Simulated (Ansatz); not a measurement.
CH2AlN2, SMILES `N#[C][Al-][NH2]` (lower singlet) (charge -1, multiplicity 1). This singlet lies 1.49 eV below the relaxed triplet at the level frozen-core CCSD(T)/aug-cc-pVDZ // PBE0-D3(BJ)/def2-TZVPD (Ansatz, a first-principles code).

Computed with Ansatz with B3LYP/aug-cc-pVTZ // PBE0-D3(BJ)/def2-TZVPD.

Ansatz 0.2 input:
```yaml
crystal:
  periodic: [false, false, false]
  atoms:
    - { symbol: N, position_ang: [2.684109, -0.337203, -0.578581] }
    - { symbol: C, position_ang: [1.646107, 0.182724, -0.571186] }
    - { symbol: Al, position_ang: [-0.109502, 1.33438, -0.616592] }
    - { symbol: N, position_ang: [-1.171899, -0.10074, -0.189166] }
    - { symbol: H, position_ang: [-2.173197, -0.027333, -0.090213] }
    - { symbol: H, position_ang: [-0.875626, -1.051833, -0.020292] }
basis:
  gaussian: { orbitals: aug-cc-pVTZ }
hamiltonian:
  xc: b3lyp
total_charge: -1
```

Output:

```
Functional definition: B3LYP
1090 factors; their error is unknown
mean field evaluation 1: about -10644.7198 eV, gradient 5.4e1 eV
mean field evaluation 2: about -10624.7743 eV, gradient 9.9e1 eV
mean field evaluation 4: about -10650.5020 eV, gradient 5.5e0 eV
mean field evaluation 8: about -10650.5795 eV, gradient 2.7e-2 eV
mean field evaluation 16: about -10650.5710 eV, gradient 3.1e-5 eV
mean field -10650.57104069 eV, -391.4012665290 hartree, gradient 3.1e-5 eV, S^2 0.000000; 0 other end points of the search recorded, 0 dependent functions left out
reference -10650.57129482 eV, -391.4012758682 hartree; 18, 18 occupied and 216, 216 virtual orbitals, 1090 factors
Total energy: -10650.57129482 eV, -391.4012758682 hartree
```
